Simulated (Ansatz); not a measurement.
Geometry optimisation, RKS PBE-D4/def2-SVP in Ansatz.

Input:

```yaml
crystal:
  periodic: [false, false, false]
  atoms:
    - { symbol: Ge, position_ang: [0.0, 0.0, 0.0] }
    - { symbol: Ge, position_ang: [1.4273, 0.0, 2.1732] }
    - { symbol: H, position_ang: [0.0314, -0.4318, 2.6906] }
    - { symbol: H, position_ang: [2.4991, -0.9929, 2.6906] }
    - { symbol: H, position_ang: [1.7512, 1.4247, 2.6906] }
    - { symbol: H, position_ang: [1.7485, 0.0, 0.0731] }
    - { symbol: O, position_ang: [-0.8337, 1.4443, -0.5894] }
    - { symbol: H, position_ang: [-1.7915, 1.2136, -0.8118] }
    - { symbol: H, position_ang: [-0.73, -1.2648, -0.5162] }
basis:
  gaussian: { orbitals: def2-SVP }
hamiltonian:
  xc: pbe
  dispersion: d4
relax:
  f_tol: 0.15
  max_steps: 25
  restrain:
    - { distance: [1, 5], at: 2.75, k: 30.0 }
    - { distance: [0, 1], at: 2.4, k: 30.0 }
    - { distance: [0, 5], at: 1.55, k: 30.0 }
```

Command:

```bash
$ ansatz run input.yaml --threads 4 --pin off --max-ram 5120MiB --backend cpu --events-out ev --progress --plain --runs-dir out
```

Q: Where does it end, and by what steps?

A: It converged. The restraints hold the end off the free minimum. After 5 steps the energy has fallen by 3.079 eV (the restraints' own energy left out); H3 moved furthest, 0.68 Å.

```
step  energy less start (eV)  largest force component (eV/Å)  accepted
   0                  0.0000                           3.187       yes
   1                 -1.0889                           2.273       yes
   2                 -1.9398                           1.845       yes
   3                 -2.6718                           1.246       yes
   4                 -2.9654                           1.101       yes
   5                 -3.0788                           0.893       yes
```

```xyz
9
Properties=species:S:1:pos:R:3
Ge 0.234 -0.034 0.014
Ge 1.059 -0.006 2.260
H 0.044 -0.401 3.373
H 2.253 -1.001 2.324
H 1.583 1.419 2.584
H 1.702 0.097 -0.448
O -0.664 1.439 -0.522
H -1.586 1.179 -0.704
H -0.522 -1.299 -0.480
```

The run took 6.2 s on 4 threads of AMD EPYC 7B13 (Zen 3) (shared host), peak memory 0.18 GiB.
